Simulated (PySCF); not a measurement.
Compound: C₄H₉Si (doublet state).
Atom-mapped SMILES: `[CH2:1]=[C:2]([CH3:3])[SiH:4][CH3:5]` (hydrogens: H6, H7 on C1; H8, H9, H10 on C3; H11 on Si4; H12, H13, H14 on C5)

Structure used (GFN2-xTB), in Å, numbered top down from 1:
```xyz
14
C4H9Si angstrom
C      1.2254   -0.3614   -1.0463
C      0.7106    0.3168   -0.0146
C      1.4443    1.4898    0.5714
Si    -0.8664   -0.1854    0.8285
C     -1.9963   -1.3809   -0.1113
H      0.7216   -1.2063   -1.4844
H      2.1639   -0.0831   -1.5004
H      1.6948    1.3020    1.6144
H      2.3633    1.6886    0.0235
H      0.8208    2.3824    0.5396
H     -1.5820    0.9137    1.4751
H     -1.4818   -2.3014   -0.3701
H     -2.3559   -0.9323   -1.0352
H     -2.8631   -1.6431    0.4877
```

The hyperfine couplings belong to this conformer and change with its torsions.

Computed with UKS B3LYP, pcH-1 on C H Si, non-relativistic, mean-field spin-orbit, GIAO (PySCF 2.14.0). Geometry: GFN2-xTB, one conformer, isolated molecule. Couplings are sensitive to structure, and on GFN2-xTB geometries they can be far from those on DFT ones, by a factor of two or more for some ions and for spin on atoms past the first row. The SCF solution wasn't tested for stability.

Q: Give the principal g shifts and their parts.

A: 
| Δg (ppm) | 1 | 2 | 3 |
| --- | --- | --- | --- |
| relativistic mass correction | -130 | -130 | -130 |
| gauge correction | 4 | 51 | 46 |
| orbital Zeeman/spin–orbit | -31 | 1152 | 2083 |
| total | -157 | 1072 | 1999 |

So g = 2.00216, 2.00339, 2.00432 and g_iso = 2.00329; the tensor is rhombic: the two nearest values differ by 43 % of g3 − g1. Axes: g3 points within 9° of the C1–H7 bond.

Q: How much does each term add to the isotropic shift?

A: The orbital-Zeeman/spin–orbit term 1068, the mass correction -130 and the gauge correction 34 ppm, for a total of 971 ppm. The orbital-Zeeman/spin–orbit term is the largest in size. The mass correction is the same along every axis, so the anisotropy comes from the other two: their spans along these axes are 47 (gauge) and 2114 ppm (orbital Zeeman/spin–orbit).

Q: What are the electron Larmor frequencies g μB B/h along the three axes at 3350 mT?

A: 93.8762, 93.9339, 93.9773 GHz for g1, g2 and g3, a range of 101.1 MHz.

Q: In a frozen sample, at which fields do the three g values resonate at 9.5, 34, 94 and 263 GHz (hyperfine left aside), and which band first spreads them over more than twice a line width of 0.3 mT?

A: 
```tsv
band	GHz	B(g3) mT	B(g2) mT	B(g1) mT	spread mT
X	9.5	338.65	338.80	339.01	0.36
Q	34.0	1211.99	1212.56	1213.30	1.31
W	94.0	3350.81	3352.36	3354.42	3.61
J	263.0	9375.14	9379.47	9385.23	10.10
```

The spread grows in proportion to the frequency. Q band is the first where it exceeds 0.6 mT.

The Mulliken spin populations are largest on Si4 (+0.92), C1 (+0.21) and C2 (-0.11). The positive populations add up to 1.17 and the negative ones to -0.17, together 2S = 1. The angles at Si4 add up to 344.9°, so it is pyramidal.

The HOMO–LUMO gaps are 4.84 eV among the α and 5.14 eV among the β orbitals.
